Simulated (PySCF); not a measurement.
CrO3, optimised at PBE0/def2-TZVP:

```xyz
4

Cr     0.1809    -0.0746    -0.1301
O      0.0292     0.6152    -1.5242
O      0.0171    -1.6289    -0.1331
O      1.3412     0.4725     0.7625
```

Method: PySCF energies (xtb for GFN2) plus ideal-gas RRHO corrections (1 bar). 6-31G* has spherical d functions here. All species are closed-shell singlets. B3LYP is the form with VWN-RPA correlation. Strong static correlation: CrO3.

List the harmonic frequencies (cm⁻¹, unscaled) at this level and at the other levels, each on its own geometry.


- PBE0/def2-TZVP: 215, 388, 388, 1044, 1114, 1114
- B3LYP/6-31G*: 212, 390, 390, 1047, 1130, 1130
- GFN2-xTB: 319, 330, 330, 858, 957, 957
- HF/6-31G*: 135, 430, 430, 1149, 1192, 1192
- PBE/def2-SVP: 264, 384, 384, 1003, 1074, 1074
